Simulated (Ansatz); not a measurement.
Coupled-cluster diagnostics for the cluster Cu2Te⁻, Ansatz.

Geometry of the doublet (PBE0-D4/def2-TZVPD):

Cartesian coordinates in Å:
```
Cu -0.0153 -0.0273 -0.0032
Cu -1.1753 -2.0763 -0.2434
Te 1.1906 2.1036 0.2466
```

In the def2 sets Te takes a core potential; there is no spin–orbit coupling. Correlated methods freeze 22 core orbitals; core or outer-core shells of Te are correlated, in sets that lack core-valence functions. Another isomer (doublet) lies 0.43 eV lower at PBE0-D4/def2-TZVPD; other spin states weren't run for this one.

(1) Estimate the CCSD(T) correlation energy, the shares of MP2 and (T), T1 and the reference's ⟨S²⟩ for: charge -1, doublet, own geometry in def2-SVPD; and the rough time on 2 threads of Arm Neoverse V1 on a shared host.

## Answers

(1) 
```
                           state      basis  correlation (eV)  MP2 share (%)  (T) share (%)     T1  ⟨S²⟩ (pure)  wall time            remarks
charge -1, doublet, own geometry  def2-SVPD           -19.701          101.8            5.1  0.037  0.93 (0.75)       25 s  spin-contaminated
```
Customary marks for T1 are 0.02 (closed shells), 0.045 (open shells) and about 0.05 (3d metals). T1 exceeds 0.02 in 1 of 1 rows and 0.045 in 0; the higher it lies, the less the single-reference result can be trusted.
